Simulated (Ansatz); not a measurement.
Other settings, tried on In(H2S)H3 (InH5S).

```yaml
crystal:
  periodic: [false, false, false]
  atoms:
    - {symbol: In, position_ang: [0.121722, -0.201920, -1.201930]}
    - {symbol: S, position_ang: [0.153761, -0.268328, 1.645341]}
    - {symbol: H, position_ang: [0.521202, 1.017816, 1.777408]}
    - {symbol: H, position_ang: [-1.149280, 0.035513, 1.772093]}
    - {symbol: H, position_ang: [1.842105, -0.185841, -1.341999]}
    - {symbol: H, position_ang: [-0.746290, 1.291430, -1.303323]}
    - {symbol: H, position_ang: [-0.743230, -1.688670, -1.347591]}
basis:
  gaussian: {orbitals: STO-3G, final_grid: {core_spheres: 5, valence_spheres: 4, degree: 11}}
hamiltonian: {xc: {name: r2SCAN0}, dispersion: d3bj}
scf: {omitted_lower_state_checks: [starts]}
output: {forces: true}
```

```sh
$ ansatz run in.yaml --threads 4 --pin off --events-out ev --progress --plain --max-ram 3916MiB
```

It prints (some lines left out):

```
Warning: the engine holds no damping parameters fitted to this dispersion correction and functional, so the run takes those fitted to r2scan0 beside the three-body term, which d3bj leaves out (hamiltonian.dispersion, under Limitations)
Functional definition: r2SCAN0
527 factors; integrals over basis functions are off by at most 5.3e-5 eV
mean field evaluation 1: about -165496.0050 eV, gradient 1.1e1 eV
mean field evaluation 2: about -165496.5828 eV, gradient 3.8e0 eV
mean field evaluation 4: about -165496.6498 eV, gradient 1.2e-1 eV
mean field evaluation 8: about -165496.6323 eV, gradient 4.0e-3 eV
mean field -165496.63231649 eV, -6081.8890599845 hartree, gradient 1.8e-5 eV, S^2 0.000000; 0 other end points of the search recorded, 0 dependent functions left out
reference -165496.63232758 eV, -6081.8890603922 hartree; 35, 35 occupied and 6, 6 virtual orbitals, 527 factors
Total energy: -165496.67227012 eV, -6081.8905282536 hartree
Atom 0 at     0.121722    -0.201920    -1.201930 Å, force     0.067816    -0.114325     0.390066 eV/Å
Atom 1 at     0.153761    -0.268328     1.645341 Å, force     0.147102    -0.245545    -1.086532 eV/Å
Atom 2 at     0.521202     1.017816     1.777408 Å, force     0.040041     0.253163     0.055249 eV/Å
Atom 3 at    -1.149280     0.035513     1.772093 Å, force    -0.244673     0.088337     0.055637 eV/Å
Atom 4 at     1.842105    -0.185841    -1.341999 Å, force    -2.076200     0.056111     0.169862 eV/Å
Atom 5 at    -0.746290     1.291430    -1.303323 Å, force     1.087152    -1.879022     0.233176 eV/Å
Atom 6 at    -0.743230    -1.688670    -1.347591 Å, force     0.978763     1.841280     0.182542 eV/Å
Dipole moment:    -0.136303     0.228714     0.761207 e Å
Checks for a lower state left out: starts
```

Hardware: 4 threads of Arm Neoverse V1 on a shared host. Wall time 0.7 s.
